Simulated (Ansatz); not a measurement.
`B/N=C\Cl` + `[SiH3]S` → `BS[SiH3]` + `N=CCl` at 298.15 K and 1 bar (ligand exchange at a B–N bond).

Isolated molecules relaxed with PBE0-D4/def2-TZVP in Ansatz; ΔE leaves out vibrations. CCSD(T)/CBS adds triple-zeta CCSD(T) − MP2 to the extrapolated MP2 energy (def2 sets, frozen cores). This one scheme is used for every species. Each species was taken in one conformer, which may not be the lowest.

```
   species  CCSD(T)/CBS energy (Eh)  H − E (kJ/mol)  S (J/(mol·K))
`B/N=C\Cl`               -579.12291           127.9          295.2
 `[SiH3]S`               -689.27336           102.7          272.7
`BS[SiH3]`               -714.68055           142.2          307.6
   `N=CCl`               -553.70684            94.3          259.9
```

H − E and S are ideal-gas, rigid-rotor, harmonic terms from PBE0-D4/def2-TZVP, for one conformer and one mirror image of each species. 1 Eh = 2625.50 kJ/mol, R = 8.31446 J/(mol·K).

Problem. By hand: ΔE, ΔH, ΔS and ΔG.

Solution. ΔE = (-714.68055) + (-553.70684) − (-579.12291) − (-689.27336) = 0.00888 Eh = 23.3 kJ/mol. Δ(H − E) = 142.2 + 94.3 − 127.9 − 102.7 = 5.9, so ΔH = 29.2 kJ/mol. ΔS = 307.6 + 259.9 − 295.2 − 272.7 = -0.4 J/(mol·K). ΔG = 29.2 − 298.15 × (-0.4)/1000 = 29.3 kJ/mol.

Problem. By hand: the equilibrium constant, and the temperature at which ΔG would vanish if ΔH and ΔS stayed fixed.

Solution. log₁₀ K = −ΔG/(RT ln 10) = -5.1. ΔH and −TΔS have one sign here, so there is no such temperature. One of them is within its doubt of zero, so this could turn.

The number of gas molecules stays the same, so ΔS is small and ΔH decides. A doubt of 5 kJ/mol in ΔE shifts log₁₀ K by 0.9 here. Other conformers and mirror images would add mixing entropy, several J/(mol·K) or more a flexible species. These are equilibria of isolated gas molecules and say nothing of rates. Largest T1 diagnostic: 0.014 (customary marks: 0.02 for closed shells, 0.045 for open ones).
